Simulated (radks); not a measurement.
Question: The selenium ion Se19+, [Ne] 3s2 3p3. Method: non-relativistic Kohn-Sham, PBE, spin-polarised, spherical densities, point nucleus; computed with a radial shooting solver on a logarithmic mesh with Libxc functionals. Every spin shell is full or empty, so the densities are truly spherical. Functionals are evaluated on that one density, not self-consistently. Rank these exchange functionals by their error against the exact value of the orbitals, and give that value: LDA, PBE, RPBE, PW91, PW86, AM05, EV93, TPSS, SCAN, Tao-Mo, MVS.

Answer: Exact: -62.7080 hartree. From best to worst, with 100 (|E| - |E exact|)/|E exact| (equal figures are ties): RPBE -0.03, PW91 -0.08, TPSS +0.12, SCAN +0.24, MVS -0.29, PW86 +0.33, Tao-Mo -0.36, PBE -0.51, EV93 +0.82, AM05 -6.33, LDA -7.19.
